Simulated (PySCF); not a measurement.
This PySCF input asks for the NMR shieldings of `C=C(C)B(N)P`, C3H9BNP; the geometry comes from GFN2-xTB.

```python
import basis_set_exchange as bse
import numpy as np
from pyscf import gto, dft
from pyscf.prop import nmr

atoms = """
C    -1.629853    0.288396    0.645317
C    -0.736577   -0.130950   -0.247056
C    -1.080939   -1.236527   -1.205906
B     0.713043    0.464072   -0.330494
N     0.922357    1.823318   -0.182035
P     2.203839   -0.677963   -0.743532
H    -1.404012    1.070289    1.352571
H    -2.617648   -0.141456    0.721182
H    -1.038929   -0.863811   -2.229299
H    -0.348118   -2.040700   -1.124447
H    -2.074892   -1.637846   -1.017696
H     0.172192    2.478018   -0.031415
H     1.824618    2.267529   -0.238680
H     1.949570   -1.633179    0.226537
H     3.140935   -0.021202    0.039765
"""
names = dict.fromkeys(["C", "B", "N", "P", "H"], "pcSseg-1")
basis = {el: gto.basis.parse(bse.get_basis(n, elements=[el], fmt="nwchem")) for el, n in names.items()}
mol = gto.M(atom=atoms, basis=basis, charge=0, verbose=0)
mf = dft.RKS(mol, xc="PBE0")
mf.grids.level = 2
mf.grids.alignment = dft.numint.BLKSIZE   # the property module wants whole blocks of grid points
mf.conv_tol = 1e-9
mf.kernel()

calc = nmr.RKS(mf)   # GIAO
C = mf.mo_coeff
Co = C[:, mf.mo_occ > 0]
resp = mf.gen_response(singlet=True, hermi=2)
def vind(x):   # induced exchange potential for any number of trial vectors
    d = np.einsum("pi,xij,qj->xpq", C, 2 * x.reshape(-1, C.shape[1], Co.shape[1]), Co, optimize=True)
    return np.einsum("xpq,pi,qj->xij", resp(d - d.transpose(0, 2, 1)), C, Co, optimize=True).ravel()
mo1, _ = nmr.rhf.solve_mo1(calc, with_cphf=vind)
sigma = calc.kernel(mo1)
for i, s in enumerate(sigma):   # ppm
    w = np.linalg.eigvalsh((s + s.T) / 2)
    print("%2d %-2s iso %8.1f  s11 %8.1f  s22 %8.1f  s33 %8.1f" % (i, mol.atom_pure_symbol(i), w.mean(), *w))
```

**Question.** What are the results?

**Answer.** 
```
 0 C  iso     63.5  s11    -39.5  s22     79.6  s33    150.6
 1 C  iso     27.4  s11    -94.9  s22      4.0  s33    172.9
 2 C  iso    158.6  s11    142.3  s22    151.3  s33    182.2
 3 B  iso     55.4  s11     14.9  s22     35.6  s33    115.7
 4 N  iso    156.5  s11     70.3  s22    195.4  s33    203.7
 5 P  iso    565.4  s11    499.4  s22    572.4  s33    624.3
 6 H  iso     26.4  s11     23.1  s22     25.4  s33     30.7
 7 H  iso     26.2  s11     23.8  s22     25.2  s33     29.7
 8 H  iso     29.7  s11     26.3  s22     28.1  s33     34.7
 9 H  iso     29.7  s11     24.8  s22     30.7  s33     33.5
10 H  iso     29.9  s11     26.2  s22     28.6  s33     34.9
11 H  iso     27.4  s11     22.2  s22     24.9  s33     35.0
12 H  iso     27.7  s11     22.1  s22     26.5  s33     34.4
13 H  iso     30.1  s11     25.1  s22     28.7  s33     36.5
14 H  iso     30.3  s11     25.3  s22     28.0  s33     37.6
```

These numbers come from an equivalent density-fitted implementation of the same equations, which agrees with the script to about 0.01 ppm for H and up to a few tenths of a ppm for heavy atoms, so last digits may differ.

Size and cost of the density-fitted run: 154 basis functions, 41 s wall time on 1 thread of an Arm Neoverse N1, shared host; peak memory 0.72 GiB.
